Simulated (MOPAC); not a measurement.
Input file for MOPAC: PM3 on C2H3F (a complex), monomers drawn apart or pushed together.

```
PM3 1SCF PRECISE CHARGE=0 THREADS=1
C2H3F

F     -0.03245971 1    -0.01161536 1     0.34874149 1
H     -0.01822541 1    -0.00444956 1     1.28328892 1
C      0.25991778 1    -0.53396066 1     3.72813953 1
C     -0.22529942 1     0.56161702 1     3.72715565 1
H      0.69086481 1    -1.50660848 1     3.73705001 1
H     -0.65605278 1     1.53436615 1     3.73432977 1
```

The log:

```
*******************************************************************************
 **                                                                           **
 **                              MOPAC v23.2.5                                **
 **                                                                           **
 *******************************************************************************
 ** MOPAC's Digital Object Identifier: https://doi.org/10.5281/zenodo.6511958 **
 **                                                                           **
 ** Please cite the open-source release paper for use of this MOPAC version:  **
 ** J. E. Moussa and J. J. P. Stewart (2026)                                  **
 ** MOPAC: An open-source semiempirical molecular orbital program             **
 ** J. Open Source Softw., 11(119), 8025, https://doi.org/10.21105/joss.08025 **
 *******************************************************************************

                              PM3 CALCULATION RESULTS

 *******************************************************************************
 *  PM3        - The PM3 Hamiltonian to be used
 *
 *
 *
 *                 CHARGE ON SYSTEM = 0
 *
 *
 *
 *  PRECISE    - TIGHTER CRITERIA TO BE USED
 *  1SCF       - DO 1 SCF AND THEN STOP
 *  THREADS=1  - MULTI-THREADING NOT USED
 *  T=         - A TIME OF 172800.0 SECONDS REQUESTED
 *  DUMP=N     - RESTART FILE WRITTEN EVERY 7200.0 SECONDS REQUESTED
 *******************************************************************************
PM3 1SCF PRECISE CHARGE=0 THREADS=1
 C2H3F

   ATOM   CHEMICAL          X               Y               Z
  NUMBER   SYMBOL      (ANGSTROMS)     (ANGSTROMS)     (ANGSTROMS)

     1       F         -0.03245971  *  -0.01161536  *   0.34874149  *
     2       H         -0.01822541  *  -0.00444956  *   1.28328892  *
     3       C          0.25991778  *  -0.53396066  *   3.72813953  *
     4       C         -0.22529942  *   0.56161702  *   3.72715565  *
     5       H          0.69086481  *  -1.50660848  *   3.73705001  *
     6       H         -0.65605278  *   1.53436615  *   3.73432977  *



          CARTESIAN COORDINATES

    NO.       ATOM           X           Y           Z

     1         F         -0.0325     -0.0116      0.3487
     2         H         -0.0182     -0.0044      1.2833
     3         C          0.2599     -0.5340      3.7281
     4         C         -0.2253      0.5616      3.7272
     5         H          0.6909     -1.5066      3.7371
     6         H         -0.6561      1.5344      3.7343

  H: (PM3): J. J. P. STEWART, J. COMP. CHEM. 10, 209 (1989).
  C: (PM3): J. J. P. STEWART, J. COMP. CHEM. 10, 209 (1989).
  F: (PM3): J. J. P. STEWART, J. COMP. CHEM. 10, 209 (1989).

           Empirical Formula: C2 H3 F  =     6 atoms



      MOLECULAR POINT GROUP   :   C2v


      RHF CALCULATION, NO. OF DOUBLY OCCUPIED LEVELS = 9


 -------------------------------------------------------------------------------
 PM3 1SCF PRECISE CHARGE=0 THREADS=1
 C2H3F



     1SCF WAS SPECIFIED, SO BFGS WAS NOT USED
     SCF FIELD WAS ACHIEVED


                              PM3 CALCULATION
                                                       MOPAC v23.2.5 Linux




          FINAL HEAT OF FORMATION =        -13.73397 KCAL/MOL =     -57.46291 KJ/MOL


          COSMO AREA              =         95.29 SQUARE ANGSTROMS
          COSMO VOLUME            =         74.33 CUBIC ANGSTROMS

          IONIZATION POTENTIAL    =         11.946705 EV
          HOMO LUMO ENERGIES (EV) =        -11.947  1.504
          NO. OF FILLED LEVELS    =          9
          MOLECULAR WEIGHT        =         46.0441         POINT GROUP:  C2v

          MOLECULAR DIMENSIONS (Angstroms)

            Atom       Atom       Distance
            H     6    F     1     3.77374
            H     5    H     6     2.98543
            H     5    H     2     0.00049


          SCF CALCULATIONS        =          1





   ATOM   CHEMICAL          X               Y               Z
  NUMBER   SYMBOL      (ANGSTROMS)     (ANGSTROMS)     (ANGSTROMS)

     1       F         -0.03245971  *  -0.01161536  *   0.34874149  *
     2       H         -0.01822541  *  -0.00444956  *   1.28328892  *
     3       C          0.25991778  *  -0.53396066  *   3.72813953  *
     4       C         -0.22529942  *   0.56161702  *   3.72715565  *
     5       H          0.69086481  *  -1.50660848  *   3.73705001  *
     6       H         -0.65605278  *   1.53436615  *   3.73432977  *

                             CARTESIAN COORDINATES

   1    F       -0.032459710    -0.011615360     0.348741490
   2    H       -0.018225410    -0.004449560     1.283288920
   3    C        0.259917780    -0.533960660     3.728139530
   4    C       -0.225299420     0.561617020     3.727155650
   5    H        0.690864810    -1.506608480     3.737050010
   6    H       -0.656052780     1.534366150     3.734329770


           Empirical Formula: C2 H3 F  =     6 atoms



      MOLECULAR POINT GROUP   :   C2v


                  EIGENVALUES
 -31.92041 -23.32078 -19.94104 -16.98108 -16.84479 -15.96183 -15.96014 -11.97518
 -11.94670   1.50376   1.55566   2.47525   3.80388   3.88571   6.15165


              NET ATOMIC CHARGES AND DIPOLE CONTRIBUTIONS

  ATOM NO.   TYPE          CHARGE      No. of ELECS.   s-Pop       p-Pop
    1          F          -0.179179        7.1792     1.64186     5.53732
    2          H           0.170369        0.8296     0.82963
    3          C          -0.194745        4.1947     1.22650     2.96824
    4          C          -0.194727        4.1947     1.22650     2.96823
    5          H           0.199141        0.8009     0.80086
    6          H           0.199141        0.8009     0.80086
 DIPOLE           X         Y         Z       TOTAL
 POINT-CHG.     0.014     0.007     0.923     0.923
 HYBRID         0.010     0.005     0.665     0.665
 SUM            0.024     0.012     1.588     1.588


          ATOMIC ORBITAL ELECTRON POPULATIONS

     Atom    s        px        py        pz
    1  F   1.64186   1.99989   1.99997   1.53746
    2  H   0.82963
    3  C   1.22650   0.99527   0.97620   0.99678
    4  C   1.22650   0.99537   0.97608   0.99678
    5  H   0.80086
    6  H   0.80086

 **********************
 *                    *
 * JOB ENDED NORMALLY *
 *                    *
 **********************




 == MOPAC DONE ==
```

The run finished.

Cost: roughly 0.03 core-seconds.
